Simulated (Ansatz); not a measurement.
NbF₄. The state is a doublet with charge 0. Geometry PBE0-D4/def2-SVP; atoms count from 1.

```xyz
5

Nb    0.000    0.000    0.000
F    -0.340   -1.814   -0.196
F    -0.023    0.120    1.852
F    -1.006    1.503   -0.418
F     1.369    0.192   -1.239
```

In the def2 sets Nb takes a core potential; there is no spin–orbit coupling.

Problem. Estimate the Mulliken populations from the PBE0/def2-TZVP orbitals of Ansatz.

Solution. 
```csv
atom,charge (e),spin (α − β),d electrons
Nb1,1.74,0.97,2.66
F2,-0.43,0.01,–
F3,-0.43,0.01,–
F4,-0.43,0.01,–
F5,-0.43,0.01,–
```
Mulliken values depend strongly on the basis.

Problem. Where does the spin sit?

Solution. Summed by element: Nb 0.97, F 0.03, of 1 unpaired in all. Largest on single atoms: Nb1 0.97, F2 0.01, F3 0.01.

Problem. And the Mayer bond orders between heavy atoms (over 0.3)?

Solution. Nb1–F2 0.92 (1.86 Å); Nb1–F3 0.92 (1.86 Å); Nb1–F4 0.92 (1.86 Å); Nb1–F5 0.92 (1.86 Å).
